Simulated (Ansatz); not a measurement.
Cl2HSi, SMILES Cl[SiH]Cl, multiplicity 2.

Coordinates come from a TPSSh-D3(BJ)/def2-TZVP optimisation. The isomer is the one that the SMILES or the coordinates give; other isomers of the formula were not compared.

Two levels are set side by side: PBE/def2-TZVPD (Ansatz, a quantum-chemistry and plane-wave program) and PBE0/def2-TZVPD (Ansatz). Energy differences of separate SCF runs at the same geometry; the states with an electron removed or added have multiplicity 1 and 1. Differences are taken from unrounded values.

```csv
quantity,PBE0,PBE,PBE minus PBE0
vertical ionisation energy (eV),9.05,8.79,-0.26
vertical electron affinity (eV),1.37,1.38,0.01
```
